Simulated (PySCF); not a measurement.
HNSi, SMILES N#[SiH]. Geometry: B3LYP-D3(BJ)/def2-TZVPD.

TDDFT-M06-2X/def2-TZVPD (PySCF) puts the lowest singlet excitations at 3.10, 3.51, 3.51, 3.82, 3.82, 4.66 eV and the lowest triplet (TDA) at 2.54 eV.

Q: What are the lowest singlet roots from EOM-CCSD/aug-cc-pVDZ (PySCF)? (The exact figures need the calculation; the answer reports its results.)

A: 4.30, 4.30, 4.35, 4.51, 4.51, 5.02 eV; triplets 2.76, 3.54, 3.54 eV. S1 differs by 1.19 eV (second minus first; roots are paired by order, and the bases may differ).
